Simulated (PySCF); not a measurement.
**Ar²⁺ (argon, charge +2) across methods**

[Ne] 3s1 3p5, high-spin 3P determinant (an excited configuration). Computed with PySCF 2.14 in aug-cc-pV(Q+d)Z (7s6p5d3f2g, 89 functions), with the non-relativistic Hamiltonian (point nucleus).

| method | E (hartree) | mean ε 3s α (eV) | mean ε 3p α (eV) | mean ε 3p β (eV) | Σ⟨r²⟩ (bohr²) | ⟨S²⟩ |
| --- | --- | --- | --- | --- | --- | --- |
| LC-wPBE | -525.2566 | -58.283 | -42.094 | -39.102 | 15.94 | 2.002 |
| CAM-B3LYP | -525.4070 | -56.844 | -40.517 | -37.469 | 16.04 | 2.002 |
| revPBE | -525.3282 | -52.125 | -37.044 | -34.526 | 15.97 | 2.002 |
| UHF | -524.68643 | -64.603 | -44.408 | -38.530 | 16.19 | 2.006 |
| PBE0 | -525.2315 | -55.461 | -39.119 | -35.915 | 15.99 | 2.002 |
| LDA | -523.7926 | -51.899 | -37.029 | -34.636 | 16.00 | 2.001 |
| r2SCAN | -525.3651 | -53.630 | -37.786 | -34.721 | 15.98 | 2.003 |
| PBE | -525.2113 | -52.098 | -37.049 | -34.562 | 15.97 | 2.002 |
| BHandHLYP | -525.3845 | -58.550 | -40.945 | -37.137 | 16.06 | 2.003 |
